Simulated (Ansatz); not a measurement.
Compare A (`CC1[SiH2]B1F`) with its isomer B (`FB1CC1[SiH3]`).

Program: Ansatz. Geometries: PBE0-D4/def2-TZVP. ΔE: electronic, gas phase. CCSD(T)/CBS is the MP2 limit (def2-TZVPP, def2-QZVPP) plus CCSD(T) − MP2 in def2-TZVPP, frozen cores. DFT in def2-TZVPP. B3LYP here is the variant with VWN-RPA as its local correlation; programs differ in this.

Question: Which is lower in electronic energy at CCSD(T)/CBS, and by how much? (An estimate is asked.)

Answer: Computed: B, by 42.2 kJ/mol.

Question: Give E(B) − E(A) in kJ/mol with CCSD(T)/def2-TZVPP, MP2/def2-TZVPP, HF/def2-TZVPP, CCSD/def2-TZVPP, B3LYP-D4, ωB97M-V, PBE0-D4. (Estimate.)

Answer: Computed: CCSD(T)/def2-TZVPP -42.0, MP2/def2-TZVPP -47.0, HF/def2-TZVPP -68.8, CCSD/def2-TZVPP -47.3, B3LYP-D4 -42.2, ωB97M-V -47.5, PBE0-D4 -36.4. None reverses the order clearly.

Largest T1 diagnostic: 0.013.

In def2-TZVPP, CCSD(T) changes the Hartree–Fock value by +26.8 kJ/mol (the triples alone add +5.3 kJ/mol) and MP2 by +21.8 kJ/mol. From PBE to PBE0 (25 % exact exchange), in def2-TZVPP and without D4, E(B) − E(A) moves by −9.5 kJ/mol.
